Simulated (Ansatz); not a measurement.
Basis-set extrapolation for C2H7BN2Si, SMILES `N=C=CNB[SiH3]` (PBE0-D4/def2-TZVP geometry, frozen core, Ansatz 0.2.0). Multiplicity 1, RHF reference.

|  | def2-TZVPP | def2-QZVPP |
| --- | --- | --- |
| HF | -502.380329 | -502.398739 |
| MP2 correlation | -0.940128 | -1.003624 |
| CCSD(T) correlation | -1.036100 | not run |

Energies in hartree. Use E(X) = E(∞) + A·exp(−7.88·√X) for Hartree–Fock and E(X) = E(∞) + B·X^(−2.97) for correlation, with X = 3 and 4, and add CCSD(T) minus MP2 of the smaller set to the MP2 limit.

Q: What is the CCSD(T) energy at the basis-set limit?

A: HF limit: -502.398739 + (-0.018410) × 0.13774 = -502.40127. MP2 limit: -1.003624 + (-0.063496) × 0.74074 = -1.05066. Higher-order term: -1.036100 − (-0.940128) = -0.09597. Total: -503.54790 hartree, 82.5 kcal/mol below CCSD(T)/def2-TZVPP.
